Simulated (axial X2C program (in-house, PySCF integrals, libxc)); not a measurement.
Results of a calculation; reference values are marked as such.
Sb₂: input and output

Program: an in-house relativistic program for diatomic molecules.

Input file and command:
```json
{
 "zs": [
  51,
  51
 ],
 "q": 0,
 "bas": [
  "dyall-cv3z",
  "dyall-cv3z"
 ],
 "levels": [
  "PBE0",
  "HF",
  "TPSS"
 ],
 "cc": true,
 "r0": 2.8,
 "thr": -1.0,
 "nmax": 90,
 "npts": 10,
 "nst": 2,
 "ntry": 6
}
```
```bash
python so2c.py task.json out
```

Keys: zs atomic numbers; q charge; bas basis sets; levels methods; cc coupled cluster on or off; r0 starting distance in Å; thr threshold in hartree for freezing inner shells (an s shell follows its p shell); nmax most natural virtual spinors; npts points on the curve; nst determinants followed; ntry starts of the search. HF also brings MP2.

Output of the HF step, two-component, at R = 2.475 Å for the state Ω = 0. It starts from PBE0 orbitals of this distance.

```
two-component X2C + atomic mean field  HF
basis functions 248  fitting functions 1300  grid points 5802
iter        total energy     max residual
   1     -12950.577024332     2.79e-01
   2     -12950.612992392     6.06e-03
   3     -12950.613989283     6.58e-03
   4     -12950.614098283     1.19e-03
   5     -12950.614113189     3.21e-04
   6     -12950.614115775     2.22e-04
   7     -12950.614117190     9.58e-05
   8     -12950.614117619     4.67e-05
   9     -12950.614117668     1.61e-05
  10     -12950.614117671     3.00e-06
converged
one-electron -18895.17212515  Coulomb 5734.54344609  exact exchange -338.55206759  xc functional 0.00000000  nuclear repulsion 556.11714166  atomic mean-field constant -7.55051268
correlated 10  virtual 318  natural virtual 90  E(MP2) -0.228200169  MP2 remainder -0.007181206
iter   CCSD correlation   residual
   1     -0.220713152   1.79e-01
   2     -0.229799344   7.71e-02
   3     -0.232940110   3.52e-02
   4     -0.233216620   1.20e-02
   5     -0.233224977   3.82e-03
   6     -0.233212352   1.78e-03
   7     -0.233226661   8.62e-04
   8     -0.233227485   4.03e-04
   9     -0.233226751   1.54e-04
  10     -0.233227591   4.18e-05
  11     -0.233227709   1.09e-05
  12     -0.233227891   3.66e-06
  13     -0.233227888   1.75e-06
(T) -0.017105078  T1 0.0298  D1 0.0381  max T2 0.122
```
Energies are in hartree; totals compare only within one Hamiltonian and basis. T1 in the output is the amplitude norm over the root of the electron number; divide by √2 for the Lee–Taylor value.
